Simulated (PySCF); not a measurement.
SeBr: one state, many levels of theory

State: ²Π (doublet), unpaired electrons π ↑. Set-up: basis Se cc-pVDZ-PP with ECP10, Br cc-pVDZ-PP with ECP10; scalar-relativistic core potentials; PySCF 2.14. De refers to Se + Br in their high-spin ground configurations, without counterpoise correction. The functionals are run spin-unrestricted. A positive dipole means Se(−)Br(+). Levels whose curve was spin-contaminated or gave no clean fit are not listed.

```tsv
Level	Re (Å)	ωe (cm⁻¹)	De (eV)	μ (D)
UHF	2.296	328	0.74	-1.00
UHF-CCSD	2.310	312	1.75	n/a
UHF-CCSD(T)	2.315	307	1.87	n/a
PBE	2.306	313	2.73	-0.13
BP86	2.312	310	2.70	-0.14
r²SCAN	2.289	322	2.52	-0.26
TPSSh	2.293	319	2.49	-0.28
PBE0	2.281	329	2.42	-0.35
B97-3	2.293	323	2.35	-0.41
CAM-B3LYP	2.289	326	2.23	-0.48
```

(1) Which functional lies closest to UHF-CCSD(T) in De, which farthest, and by how much do they differ from it?

(2) What does a quarter of exact exchange do here, going from PBE to PBE0?

(3) What does the step from GGA to meta-GGA do here, going from PBE to r²SCAN?

Correlated steps freeze 8 core orbitals. Correlated levels converge slowly with the basis: in double zeta they bind strong bonds too weakly, by up to about 1 eV, and carry superposition errors of some tenths. Spin–orbit coupling is left out. The state is the lowest determinant that a PBE0 search found; another state may lie lower at other levels.

Answers

(1) Closest is CAM-B3LYP (-2.6 pm in Re, +6.2 % in ωe, +0.36 eV in De against UHF-CCSD(T) in the same basis), farthest PBE (-0.9 pm in Re, +2.0 % in ωe, +0.86 eV in De). CCSD(T) converges more slowly with the basis than the functionals do and binds too weakly in this one, so the order can change at the basis-set limit.

(2) PBE0 less PBE: -2.5 pm in Re, +5.1 % in ωe, -0.31 eV in De. Exact exchange removes part of the self-interaction that spreads semilocal densities, and in most molecules shortens and stiffens the bond and lowers De; so it does here.

(3) r²SCAN less PBE: -1.7 pm in Re, +2.9 % in ωe, -0.21 eV in De.
